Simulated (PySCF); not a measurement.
**Assignment exercise: C6H7FN2Si**

Geometry:
```tsv
atom	x (Å)	y (Å)	z (Å)
C1	2.596	-1.596	0.711
C2	1.855	-1.222	-0.151
C3	0.949	-0.722	-1.171
N4	0.219	0.430	-0.707
N5	0.592	1.640	-1.108
C6	-0.225	2.469	-0.490
F7	-0.138	3.784	-0.673
C8	-1.139	1.796	0.322
C9	-0.819	0.456	0.160
Si10	-1.605	-1.064	0.924
H11	3.253	-1.941	1.452
H12	1.526	-0.403	-2.045
H13	0.248	-1.513	-1.459
H14	-1.912	2.219	0.927
H15	-0.601	-1.776	1.715
H16	-2.723	-0.615	1.746
H17	-2.083	-1.929	-0.162
```

PySCF 2.14.0 with density-fitted response routines calculation with GIAO PBE0/pcSseg-1 shieldings and GFN2-xTB geometry; no relativistic terms, fast rotation and ring inversion assumed for equivalent nuclei, no solvent model, one conformer.

Scale: 13C and 1H against TMS (reference shieldings calculated alike).

**Question.** Assign these signals to the numbered atoms. 13C{1H} NMR (computed): δ 173.1, 135.8, 108.6, 83.4, 82.8, 44.2.

**Answer.** 
173.1 → C6, aromatic carbon bearing fluorine: the electronegative substituent deshields the carbon that carries it
135.8 → C9, substituted aromatic carbon next to a ring nitrogen
108.6 → C8, aromatic CH
83.4 → C2, alkyne carbon: sp carbons lie upfield of alkene carbons because the cylindrical π system leaves one tensor component strongly shielded
82.8 → C1, terminal alkyne carbon: the triple bond shields along its axis, which puts it between sp3 and sp2 carbons
44.2 → C3, propargylic sp3 CH2 bonded to N: deshielded by the electronegative neighbour

C2 and C1 lie closer than the usual error of such a calculation, so a measured spectrum could show them in the other order.

**Question.** Assign these signals to the numbered atoms. 1H NMR (400 MHz, computed): δ 6.25 (m, 1H), 4.96 (d, 2H), 4.61 (s, 3H), 1.92 (t, 1H).

**Answer.** 
| δ (ppm) | atoms | environment | reason |
| --- | --- | --- | --- |
| 6.25 | H14 | hydrogen on an aromatic CH | ring-current deshielding |
| 4.96 | H12/H13 | hydrogen on a propargylic sp3 CH2 bonded to N | its carbon carries N, hence the downfield position |
| 4.61 | H15/H16/H17 | hydrogen on a silicon bonded to C | – |
| 1.92 | H11 | hydrogen on a terminal alkyne carbon | it lies on the axis of the triple bond, in its shielding cone |

Splittings by 19F in the carbon and heteronuclear signals aren't shown, as no couplings were computed. Shifts are as computed. Against solution values, carbons near 30 ppm lie about +3 ppm off and those near 130 ppm about +5 ppm. Of 1211 compounds with measured shifts, 218 miss one by over three times the rms of a fit or turn the order of signals round; such compounds aren't used in these exercises. No couplings were computed; multiplicities are counted from neighbouring protons, with m where these are inequivalent, close in shift, in a saturated or five-membered ring or joined by F or P, and br s for small geminal =CH2 splittings.
